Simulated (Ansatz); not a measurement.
Input file for Ansatz (a program for electronic structure): R-wB97M-V/def2-TZVPP on H10Si4 (SMILES [SiH3][SiH]([SiH3])[SiH3]).

Ansatz 0.2 input:
```yaml
crystal:
  periodic: [false, false, false]
  atoms:
    - {symbol: Si, position_ang: [-0.00929406, 2.08404542, -0.75100311]}
    - {symbol: Si, position_ang: [0.06186754, 0.19740984, 0.63717349]}
    - {symbol: Si, position_ang: [1.89897952, -1.13904028, 0.06242131]}
    - {symbol: Si, position_ang: [-1.91765161, -1.03422662, 0.40054215]}
    - {symbol: H, position_ang: [1.23486204, 2.88136287, -0.62235441]}
    - {symbol: H, position_ang: [-0.14627325, 1.64630343, -2.16169818]}
    - {symbol: H, position_ang: [-1.16622714, 2.94728631, -0.40966530]}
    - {symbol: H, position_ang: [0.19931589, 0.63604402, 2.05266681]}
    - {symbol: H, position_ang: [3.16676016, -0.38162931, 0.20114585]}
    - {symbol: H, position_ang: [1.76146432, -1.57588396, -1.34849945]}
    - {symbol: H, position_ang: [1.96628134, -2.34345676, 0.92557628]}
    - {symbol: H, position_ang: [-1.89776112, -2.23734363, 1.26789355]}
    - {symbol: H, position_ang: [-3.09818689, -0.20957688, 0.75617231]}
    - {symbol: H, position_ang: [-2.05413673, -1.47109446, -1.01047131]}
basis:
  gaussian:
    orbitals: def2-TZVPP
hamiltonian:
  xc: {name: wB97M-V}
scf: {lower_state_search: off}
```

Output:

```
WARN ansatz: RAYON_NUM_THREADS=4 ignored (pool sized by the plan → 4); use --threads N
Functional definition: wB97M-V
these checks for a lower state are left out or cut short: stability, starts, cluster_reference, orbital_swaps, neighbouring_geometries, increment
integrals: 0.48 GiB planned
1754 factors; their error is unknown
integrals: 0.52 GiB planned
418 factors; integrals over basis functions are off by at most 1.1e-5 eV
mean field: 3.37 GiB planned
mean field evaluation 1: about -31670.2240 eV, gradient 1.1e1 eV
mean field evaluation 2: about -31670.7680 eV, gradient 2.4e0 eV
mean field evaluation 4: about -31670.8043 eV, gradient 2.3e-1 eV
mean field evaluation 8: about -31670.8274 eV, gradient 3.0e-2 eV
mean field evaluation 16: about -31670.8274 eV, gradient 7.8e-6 eV
mean field -31670.82738183 eV, -1163.8814390245 hartree, gradient 7.8e-6 eV, S^2 0.000000; 0 other end points of the search recorded, 0 dependent functions left out
reference -31670.82745553 eV, -1163.8814417330 hartree; 33, 33 occupied and 275, 275 virtual orbitals, 1754 factors
Total energy: -31670.82745553 eV, -1163.8814417330 hartree
Checks for a lower state left out: stability, starts, cluster_reference, orbital_swaps, neighbouring_geometries, increment
```

Self-consistency was reached.

Cost: about 18 core-seconds (a rough figure).
